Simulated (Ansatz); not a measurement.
Geometry optimisation, UKS PBE0-D4/cc-pVDZ (Ansatz).

input.yaml

```yaml
crystal:
  periodic: [false, false, false]
  atoms:
    - { symbol: Al, position_ang: [-0.110588, 0.503857, -0.552039] }
    - { symbol: F, position_ang: [-0.118056, 0.576853, 2.332851] }
    - { symbol: Cl, position_ang: [1.921269, -0.143427, -0.785108] }
    - { symbol: O, position_ang: [-1.312612, -0.730467, -0.762592] }
    - { symbol: H, position_ang: [-2.24562, -0.506709, -0.673705] }
    - { symbol: Cl, position_ang: [0.204106, -0.546808, 3.434093] }
magnetization:
  spin_polarized: true
  initial_magnetization: 1
basis:
  gaussian: { orbitals: cc-pVDZ }
hamiltonian:
  xc: pbe0
  dispersion: d4
relax:
  f_tol: 0.03
  max_steps: 50
```

Command:

```bash
$ ansatz run input.yaml --threads 4 --pin off --max-ram 5120MiB --backend cpu --events-out ev --progress --plain --runs-dir out
```

**Question.** Where does it end, and by what steps?

**Answer.** The run converged. After 21 steps the energy has fallen by 4.218 eV; F2 moved furthest, 1.15 Å. Parted: F2–Cl6 (1.61 → 2.38 Å). Joined: Al1–F2 (2.89 → 1.76 Å), Al1–Cl6 (4.13 → 2.37 Å).

```tsv
step	energy less start (eV)	largest force component (eV/Å)	accepted
0	0.0000	1.710	yes
1	-0.1464	1.730	yes
2	-0.3593	2.577	yes
3	-0.6924	4.070	yes
4	-1.3254	6.148	yes
5	-2.3208	6.340	yes
6	-3.4746	2.005	yes
7	-3.7328	0.696	yes
8	-3.8126	0.463	yes
9	-3.8656	0.270	yes
10	-3.8930	1.086	yes
11	-3.9427	0.700	yes
12	-4.0345	0.407	yes
13	-4.1410	0.362	yes
14	-4.1864	0.729	yes
15	-4.2051	0.318	yes
16	-4.2098	0.242	yes
17	-4.2170	0.073	yes
18	-4.2145	0.319	no
19	-4.2179	0.030	yes
20	-4.2184	0.034	yes
21	-4.2184	0.017	yes
```

```xyz
6
Properties=species:S:1:pos:R:3
Al 0.032 -0.017 0.316
F -0.298 1.288 1.447
Cl 1.974 -0.071 -0.486
O -1.272 -0.669 -0.583
H -2.177 -0.601 -0.265
Cl 0.079 -0.777 2.564
```

Whether the end is a true minimum wasn't checked by a vibrational analysis.

Run time: 42 s on 4 threads of AMD EPYC 7B13 (Zen 3), on a shared host, peak memory 0.3 GiB.
